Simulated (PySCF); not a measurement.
Two species compared at the same levels of theory.

First species: C₈H₁₁P.
InChI=1S/C8H11P/c1-7-3-5-8(9-2)6-4-7/h3-6,9H,1-2H3

Second species: C₇H₁₀F₂O₂.
SMILES: `C=CC[C@@H]1OC[C@H]1OC(F)F`

Levels: PBE0/pcSseg-1 for dipole moment, HOMO energy, LUMO energy and HOMO–LUMO gap; GFN2-xTB for rotational constant A and rotational constant C. Geometries: GFN2-xTB. Each species is one conformer at its optimised geometry, gas phase, non-relativistic unless stated; the electronic structure was computed with PySCF and density fitting.

Dipoles, sizes and rotational constants follow the conformer. The torsions of the flexible species, by atom-mapped SMILES:
- `[CH3:1][PH:2][c:3]1[cH:4][cH:5][c:6]([CH3:7])[cH:8][cH:9]1`: C1–P2–C3–C4 104°
- `[CH2:1]=[CH:2][CH2:3][C@@H:4]1[O:5][CH2:6][C@H:7]1[O:8][CH:9]([F:10])[F:11]`: C1–C2–C3–C4 -120°, C2–C3–C4–O5 172°, C6–C7–O8–C9 -89°, C7–O8–C9–F10 73°

```json
{"property": "dipole moment", "column X": "2.60 D", "column Y": "1.58 D"}
{"property": "HOMO energy", "column X": "-7.49 eV", "column Y": "-6.46 eV"}
{"property": "LUMO energy", "column X": "-0.01 eV", "column Y": "-0.35 eV"}
{"property": "HOMO–LUMO gap", "column X": "7.48 eV", "column Y": "6.11 eV"}
{"property": "rotational constant A", "column X": "1.506 GHz", "column Y": "3.818 GHz"}
{"property": "rotational constant C", "column X": "0.512 GHz", "column Y": "0.677 GHz"}
```

Task: Which column belongs to which species?

Result: Column X is the second species and column Y the first. The first has 20 atoms and 74 electrons, the second 21 and 86.

Task: How does each property change from the first species to the second?

Result: dipole moment +1.02 D; HOMO energy -1.03 eV; LUMO energy +0.34 eV; HOMO–LUMO gap +1.37 eV; rotational constant A -2.312 GHz; rotational constant C -0.165 GHz.

On the first: A dipole of 1.58 D is allowed in C1, and pure rotational transitions are dipole-allowed. The dipole matches unit charges of opposite sign 0.33 Å apart (1 e·Å = 4.8032 D).

On the second: In atomic units the dipole is 1.02 e·bohr (1 au = 2.5417 D). A dipole of 2.60 D is allowed in C1, and pure rotational transitions are dipole-allowed.
